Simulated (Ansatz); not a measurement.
CH$_{4}$AlBrO (`[CH3][Al]([OH])[Br]`) at its PBE0-D4/def2-TZVP geometry, where that method's forces vanish. The species carries charge 0 and has multiplicity 1.

```csv
atom,x (Å),y (Å),z (Å)
C1,-0.471,1.103,0.521
Al2,0.388,-0.463,-0.209
O3,-0.522,-1.721,-0.873
Br4,2.644,-0.679,-0.207
H5,-0.134,2.006,0.004
H6,-1.557,1.038,0.432
H7,-0.216,1.228,1.577
H8,-0.131,-2.511,-1.244
```

(1) For each bond, give half the difference of the two atoms' forces along it (eV/Å; positive pushes the atoms apart) under PBE-D4, r2SCAN-D4, B3LYP-D4, ωB97M-V in def2-TZVPP. (Estimate.)

Results:

(1) Ansatz gave: 
| bond | length (Å) | PBE-D4 | r2SCAN-D4 | B3LYP-D4 | ωB97M-V |
| --- | --- | --- | --- | --- | --- |
| C1–Al2 | 1.930 | -0.08 | -0.04 | 0.01 | -0.03 |
| C1–H5 | 1.093 | 0.11 | 0.01 | -0.04 | -0.04 |
| C1–H6 | 1.092 | 0.10 | -0.01 | -0.05 | -0.05 |
| C1–H7 | 1.093 | 0.11 | 0.00 | -0.04 | -0.05 |
| Al2–O3 | 1.689 | 0.23 | 0.04 | 0.04 | 0.08 |
| Al2–Br4 | 2.266 | 0.05 | 0.00 | 0.09 | -0.01 |
| O3–H8 | 0.956 | 0.35 | 0.02 | 0.01 | -0.05 |

B3LYP here is the variant with VWN-RPA as its local correlation; programs differ in this.
